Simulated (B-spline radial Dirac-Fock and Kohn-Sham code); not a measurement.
# Br⁺: non-radiative channels of the M5 vacancy

System: the Br⁺ ion, 1s2 2s2 2p6 3s2 3p6 3d10 4s2 4p4.

Calculated with a B-spline atomic structure program, using one-electron (LDA, Dirac) transition rates at Dirac-Fock energies. Kinetic energies are configuration averages from the vacuum level; the two-hole energies are estimated from single-hole states.

```tsv
transition	kinetic energy (eV)	width (meV)	share (%)
M5-N1N1	2.15	17.8	26.1
M5-N1N2	19.18	11.1	16.3
M5-N1N3	19.81	30.7	44.9
M5-N2N2	33.33	0.513	0.8
M5-N2N3	33.96	3.11	4.6
M5-N3N3	34.58	5.06	7.4
```

Channels within a few eV of threshold rest on estimated energies and may be closed in reality. The listed channels hold 100 % of the non-radiative rate. Summed by principal shells, of 0.0683 eV in all: MNN 100.0 %.
